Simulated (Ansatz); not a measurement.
Consider the ligand exchange at a Ge–N bond: `C[N]([SiH3])[GeH3]` + `N=CBO` → `OB/C=[N]/[GeH3]` + `CN[SiH3]`.

Calculated with Ansatz (gas phase, PBE0-D4/def2-TZVP geometries, no zero-point term in ΔE). CBS: MP2 limit from def2 TZ/QZ plus the TZ coupled-cluster correction, frozen cores. Functionals use def2-TZVPP. B3LYP here is the variant with VWN-RPA as its local correlation; programs differ in this. For Ge outer-core shells are correlated without core-valence functions, which leaves a few kJ/mol of doubt a bond. Scalar relativity is left out up to krypton. One conformer a species, not always the lowest.

`C[N]([SiH3])[GeH3]`:

Z-matrix (Å, degrees):
```
C
N 1 1.456
H 1 1.095 2 111.1
H 1 1.095 2 110.6 3 118.4
H 1 1.098 2 113.0 3 -121.1
Si 2 1.718 1 118.3 3 -148.3
Ge 2 1.840 1 115.9 3 44.9
H 6 1.494 2 113.7 1 -66.9
H 6 1.485 2 108.2 1 172.7
H 6 1.490 2 109.4 1 52.2
H 7 1.533 2 108.0 1 -174.5
H 7 1.544 2 110.7 1 64.5
H 7 1.541 2 107.4 1 -53.8
```

`N=CBO`:

Cartesian coordinates in Å:
```
N 0.162 0.411 1.278
C -0.638 0.215 0.308
B 0.031 -0.355 -1.019
O 1.353 -0.564 -0.966
H -0.299 0.776 2.112
H -1.711 0.428 0.392
H -0.564 -0.600 -2.027
H 1.665 -0.312 -0.078
```

`OB/C=[N]/[GeH3]`:

Z-matrix (Å, degrees):
```
Ge
N 1 1.866
H 1 1.546 2 110.2
H 1 1.535 2 107.4 3 -120.9
H 1 1.535 2 107.5 3 120.9
C 2 1.272 1 119.7 3 -0.1
B 6 1.575 2 119.7 1 -180.0
H 6 1.108 2 122.1 1 0.0
O 7 1.351 6 116.9 2 179.9
H 7 1.198 6 121.4 2 -0.1
H 9 0.960 7 113.6 6 -180.0
```

`CN[SiH3]`:

Cartesian coordinates in Å:
```
C -0.819 -0.738 0.859
N 0.023 -0.579 -0.307
Si 0.835 0.885 -0.681
H -0.872 -1.787 1.161
H -0.389 -0.185 1.698
H -1.845 -0.373 0.717
H -0.230 -1.181 -1.074
H 1.667 1.279 0.488
H -0.053 2.049 -0.986
H 1.684 0.630 -1.874
```

```
             level  ΔE (eV)
           PBE0-D4     0.22
          B3LYP-D4     0.19
            B2PLYP     0.18
               PBE     0.15
    MP2/def2-TZVPP     0.28
CCSD(T)/def2-TZVPP     0.27
    MP2/def2-QZVPP     0.27
     MP2/CBS(def2)     0.27
```

Q: What does CCSD(T)/CBS give? (An estimate is asked.)

A: The calculation gave: +0.26 eV. The listed levels differ from it by -0.04, -0.07, -0.08, -0.11, 0.02, 0.01, 0.01, 0.01 eV.

Largest T1 diagnostic among the species: 0.014.

From PBE to PBE0 (25 % exact exchange), in def2-TZVPP and without D4, ΔE moves by +0.03 eV. The D4 term adds +0.08 eV with B3LYP and +0.04 eV with PBE0; it sums over pairs of atoms, weighted by their polarisabilities, and B3LYP, whose exchange is more repulsive, gets the larger term.
